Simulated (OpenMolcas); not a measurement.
**K I: effect of the IPEA shift**

```
Program             : OpenMolcas 26.06
Basis               : ANO-RCC-VTZP [6s5p2d1f]
Scalar Hamiltonian  : DKH2, point nucleus
Active space        : 1 electron in 4 orbitals (4s 4p)
State averaging     : 2S+1 = 2 even, 1 root; 2S+1 = 2 odd, 3 roots
Spin-orbit coupling : RASSI with atomic mean-field integrals over the reference wave functions, term energies averaged over their components
```

Methods on the same reference wave functions:
A. CASSCF
B. SS-CASPT2, IPEA 0 Eh, imaginary shift 0.1 Eh (closed shells correlated: 3s 3p)
C. SS-CASPT2, IPEA 0.25 Eh, imaginary shift 0.1 Eh (closed shells correlated: 3s 3p)

Energies in cm⁻¹ above 4s ²S_1/2, the measured ground level; measured values from NIST Handbook of Basic Atomic Spectroscopic Data.

```json
{"Level": "4s ²S_1/2", "A": "0.0", "B": "0.0", "C": "0.0", "Measured": "0.0"}
{"Level": "4p ²P°_1/2", "A": "11499", "B": "13108", "C": "12999", "Measured": "12985"}
{"Level": "4p ²P°_3/2", "A": "11536", "B": "13145", "C": "13036", "Measured": "13043"}
```

Deviations, from unrounded energies. A percentage is the sum of absolute deviations over the sum of measured energies, with the sign that they share, or ± where signs differ.

```json
{"Against measurement": "mean absolute deviation (cm-1)", "Levels": "2", "A": "1500", "B": "110", "C": "10"}
{"Against measurement": "other configurations (%)", "Levels": "2", "A": "-11.5", "B": "+0.9", "C": "±0.1"}
```

C lies closest to measurement on these levels and A furthest from it. The largest miss of C in the table is 4p ²P°_1/2, by +14 cm-1. The ranking rests on the paired levels alone, and a cruder setting can come out closer through cancelling errors.

Between B and C the level of the table that moves most is 4p ²P°_1/2, by 110 cm-1 (lowest in C, highest in B).

The lowest spin-free term lies below A's lowest term by 0.222 hartree in B, 0.222 hartree in C.

ANO sets are built for ground and valence states and can reach diffuse excited orbitals poorly. With one active electron the reference holds no correlation, so core polarisation is missing (holds for A). With one active electron, CASPT2 adds the correlation within the correlated inactive shells and between them and that electron, and leaves the splitting within a term as the reference gives it (holds for B; C). Computed and measured levels are paired by configuration, term and J; levels that our copy of the source lacks, or whose pairing is in doubt (as where it misses far off the trend of its configuration), stay unpaired and out of the deviations. Only configurations of the active space appear.

° marks odd parity.
